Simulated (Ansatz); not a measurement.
The cluster Sr3S4⁻. Total charge -1; doublet. Geometry PBE-D4/def2-SVPD; atoms count from 1.

```xyz
7

Sr    0.6121    0.4987    1.2956
Sr    1.3858   -0.7136   -1.8320
Sr   -2.3862   -0.1013   -0.2857
S     3.2065    0.0391    0.1333
S    -2.0606    0.8942    2.2924
S    -0.3721    1.4312   -1.4744
S    -0.3855   -2.0483   -0.1291
```

In the def2 sets Sr takes a core potential; there is no spin–orbit coupling. Another isomer (doublet) lies 0.02 eV lower at PBE0-D4/def2-TZVPD; other spin states weren't run for this one.

(1) Estimate the Mulliken populations from the PBE0/def2-TZVPD orbitals of Ansatz.

(2) Where does the spin sit?

(3) And the Mayer bond orders between bonded heavy atoms (over 0.3)?

Results:

(1) 
```csv
atom,charge (e),spin (α − β)
Sr1,1.12,-0.06
Sr2,1.51,-0.04
Sr3,1.51,-0.04
S4,-1.13,0.48
S5,-1.13,0.48
S6,-1.44,0.10
S7,-1.44,0.10
```
Mulliken values and Mayer orders depend strongly on the basis. With diffuse functions, as here, like atoms can get unlike values, and bond orders can come out too low or too high.

(2) Summed by element: Sr -0.15, S 1.15, of 1 unpaired in all. Largest on single atoms: S4 0.48, S5 0.48, S7 0.10.

(3) Sr1–S4 0.41 (2.88 Å); Sr1–S5 0.41 (2.88 Å); Sr1–S6 0.31 (3.08 Å); Sr1–S7 0.31 (3.08 Å); Sr2–S4 0.34 (2.78 Å); Sr3–S5 0.34 (2.78 Å).
